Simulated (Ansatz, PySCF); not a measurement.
CH5FMoN2S, SMILES C[N]=[Mo]([NH2])([F])=[S], multiplicity 1. Atoms are numbered in the order given.

```xyz
11

Mo    -0.2065     0.1704     0.1499
N     -0.5759    -0.8106    -1.2154
C     -0.2969    -1.6096    -2.3608
H      0.7881    -1.8024    -2.4482
H     -0.8219    -2.5779    -2.2830
H     -0.6467    -1.1061    -3.2786
S      1.9145     0.1768     0.3994
F     -0.8848     1.8982    -0.1131
N     -1.0396    -0.7360     1.6336
H     -1.6802    -1.5218     1.5530
H     -0.7151    -0.6230     2.5931
```
Charge 0, spin multiplicity 1.

The structure is a stationary point at B3LYP-D3(BJ)/def2-SVP. The spin state was assumed, not searched. The def2 effective core potentials stand for the cores of Mo; spin–orbit coupling is left out. Other conformers were not sampled.

Two levels are set side by side: PBE-D3(BJ)/def2-SVP (Ansatz, a first-principles code) and B3LYP-D3(BJ)/def2-SVP (Ansatz). Each level has its own optimised geometry; the coordinates shown are those of the second. Frequencies come from the Hessian of PySCF at each geometry. Differences are taken from unrounded values.

```json
[
 {"quantity": "mean bond length (Å)", "B3LYP-D3(BJ)": "1.443"},
 {"quantity": "bond Mo1–N2 (Å)", "B3LYP-D3(BJ)": "1.721"},
 {"quantity": "bond Mo1–S7 (Å)", "B3LYP-D3(BJ)": "2.136"},
 {"quantity": "bond Mo1–F8 (Å)", "B3LYP-D3(BJ)": "1.875"},
 {"quantity": "bond Mo1–N9 (Å)", "B3LYP-D3(BJ)": "1.928"},
 {"quantity": "bond N2–C3 (Å)", "B3LYP-D3(BJ)": "1.424"},
 {"quantity": "bond C3–H4 (Å)", "B3LYP-D3(BJ)": "1.105"},
 {"quantity": "bond C3–H5 (Å)", "B3LYP-D3(BJ)": "1.104"},
 {"quantity": "bond C3–H6 (Å)", "B3LYP-D3(BJ)": "1.104"},
 {"quantity": "bond N9–H10 (Å)", "B3LYP-D3(BJ)": "1.017"},
 {"quantity": "bond N9–H11 (Å)", "B3LYP-D3(BJ)": "1.019"},
 {"quantity": "highest harmonic wavenumber (cm⁻¹)", "B3LYP-D3(BJ)": "3639"},
 {"quantity": "mean harmonic wavenumber (cm⁻¹)", "B3LYP-D3(BJ)": "1163"},
 {"quantity": "zero-point energy (kcal/mol)", "B3LYP-D3(BJ)": "44.91"}
]
```

Question: What does PBE-D3(BJ) give, and how far is it from B3LYP-D3(BJ)? (Estimate from the structure and the level; the computed values follow.)

Answer: 
```json
[
 {"quantity": "mean bond length (Å)", "PBE-D3(BJ)": "1.450", "PBE-D3(BJ) minus B3LYP-D3(BJ)": "0.007"},
 {"quantity": "bond Mo1–N2 (Å)", "PBE-D3(BJ)": "1.733", "PBE-D3(BJ) minus B3LYP-D3(BJ)": "0.012"},
 {"quantity": "bond Mo1–S7 (Å)", "PBE-D3(BJ)": "2.145", "PBE-D3(BJ) minus B3LYP-D3(BJ)": "0.010"},
 {"quantity": "bond Mo1–F8 (Å)", "PBE-D3(BJ)": "1.879", "PBE-D3(BJ) minus B3LYP-D3(BJ)": "0.004"},
 {"quantity": "bond Mo1–N9 (Å)", "PBE-D3(BJ)": "1.931", "PBE-D3(BJ) minus B3LYP-D3(BJ)": "0.003"},
 {"quantity": "bond N2–C3 (Å)", "PBE-D3(BJ)": "1.422", "PBE-D3(BJ) minus B3LYP-D3(BJ)": "-0.002"},
 {"quantity": "bond C3–H4 (Å)", "PBE-D3(BJ)": "1.114", "PBE-D3(BJ) minus B3LYP-D3(BJ)": "0.009"},
 {"quantity": "bond C3–H5 (Å)", "PBE-D3(BJ)": "1.113", "PBE-D3(BJ) minus B3LYP-D3(BJ)": "0.008"},
 {"quantity": "bond C3–H6 (Å)", "PBE-D3(BJ)": "1.112", "PBE-D3(BJ) minus B3LYP-D3(BJ)": "0.009"},
 {"quantity": "bond N9–H10 (Å)", "PBE-D3(BJ)": "1.024", "PBE-D3(BJ) minus B3LYP-D3(BJ)": "0.007"},
 {"quantity": "bond N9–H11 (Å)", "PBE-D3(BJ)": "1.026", "PBE-D3(BJ) minus B3LYP-D3(BJ)": "0.007"},
 {"quantity": "highest harmonic wavenumber (cm⁻¹)", "PBE-D3(BJ)": "3569", "PBE-D3(BJ) minus B3LYP-D3(BJ)": "-70"},
 {"quantity": "mean harmonic wavenumber (cm⁻¹)", "PBE-D3(BJ)": "1132", "PBE-D3(BJ) minus B3LYP-D3(BJ)": "-31"},
 {"quantity": "zero-point energy (kcal/mol)", "PBE-D3(BJ)": "43.70", "PBE-D3(BJ) minus B3LYP-D3(BJ)": "-1.20"}
]
```

Exact exchange shortens and stiffens bonds; PBE has none. Differences between two approximate levels are no errors against the true value.
